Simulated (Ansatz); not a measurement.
The cluster YF₃. Total charge 0; quintet. Geometry PBE-D4/def2-TZVP; atoms count from 1.

```csv
atom,x (Å),y (Å),z (Å)
Y1,-0.301,-0.449,-0.119
F2,0.523,1.798,-0.377
F3,1.458,0.826,0.920
F4,-1.681,-2.175,-0.424
```

In the def2 sets Y takes a core potential; there is no spin–orbit coupling. In the quintet, F2 and F3 lie 1.87 Å apart (atoms count from 1), so these atoms are partly bonded to each other. At PBE0-D4/def2-TZVP a singlet of charge 0 lies 13.15 eV below the quintet, each at its own geometry. The structure comes from a short search, and lower isomers may exist.

(1) Estimate the Mulliken populations from the PBE0/def2-TZVP orbitals of Ansatz.

(2) Where does the spin sit?

(3) And the Mayer bond orders between heavy atoms (over 0.3)?

Results:

(1) 
```
atom  charge (e)  spin (α − β)  d electrons
  Y1        0.56          1.98         1.47
  F2       -0.21          0.67            –
  F3       -0.21          0.67            –
  F4       -0.14          0.69            –
```
Mulliken values depend strongly on the basis.

(2) Summed by element: Y 1.98, F 2.02, of 4 unpaired in all. Largest on single atoms: Y1 1.98, F4 0.69, F3 0.67.

(3) F2–F3 0.49 (1.87 Å).
